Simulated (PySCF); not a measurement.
Structure problem from calculated spectra and properties.

Elements present: C, H, O, P and Si. Monoisotopic mass: 147.9930 u.

* NMR, other nuclei: isotropic shieldings of nuclei other than C and H, by class: 311 (1 O), 382 (1 Si), 392 (1 Si), 598 (1 P) ppm [GIAO PBE0/pcSseg-1]
* 13C NMR: chemical shifts (computed TMS as zero) by class: 114.5 (1 C), 87.0 (1 C), 5.8 (1 C) ppm [GIAO PBE0/pcSseg-1]
* Dipole: 1.70 D [PBE0/pcSseg-1]
* Rotational structure: rotational constants A, B, C: 1.458, 0.864, 0.609 GHz [GFN2-xTB]
* 1H NMR: chemical shifts (computed TMS as zero) by class: 5.81 (1 H), 5.11 (3 H), 2.10 (3 H), 1.20 (2 H) ppm [GIAO PBE0/pcSseg-1]

The electronic properties come from PySCF, for the isolated species, density fitting. Levels stand in brackets. Isolated species at its GFN2-xTB geometry (one conformer only). GFN2-xTB frequencies show an imaginary mode (31i cm⁻¹), so this geometry is no minimum at that level. Each NMR value is the plain mean over a class of atoms that symmetry, rotation or inversion makes alike.

**Question.** Which formula fits the mass and the elements?

**Answer.** C3H9OPSi2 (calculated 147.9930). No other formula that holds each of these elements comes within 0.0003 u with a fitting electron parity and a possible valence count.

**Question.** Give a SMILES that accounts for the data.

**Answer.** Numbering: `[CH3:1][C:2]#[C:3][Si@@H:4]([PH2:5])[O:6][SiH3:7]`. 3 carbons fall into 3 classes; from least to most shielded: alkyne carbon [C2] (114.5 ppm), alkyne carbon [C3] (87.0 ppm), propargylic carbon [C1] (5.8 ppm). Hydrogen classes from least to most shielded: 1 H on an oxygen-bound silicon, Si4 (5.81 ppm), 3 H on an oxygen-bound silicon, Si7 (5.11 ppm), 3 H on a propargylic carbon, C1 (2.10 ppm), 2 H on a three-coordinate phosphorus, P5 (1.20 ppm). The other shieldings belong to: 311 ppm, siloxane oxygen [O6]; 382 ppm, oxygen-bound silicon [Si4]; 392 ppm, oxygen-bound silicon [Si7]; 598 ppm, three-coordinate phosphorus [P5]. The optimised geometry has point group C1 and is an asymmetric top. Structure: `CC#C[Si@@H](P)O[SiH3]`. The assignments are read from this structure; whether some other isomer fits the data as well wasn't checked. The mirror image fits equally.

Conformer computed: `[CH3:1][C:2]#[C:3][Si@@H:4]([PH2:5])[O:6][SiH3:7]`: C3–Si4–O6–Si7 -68°, H–P5–Si4–C3 -161°, H–P5–Si4–C3 -68°.
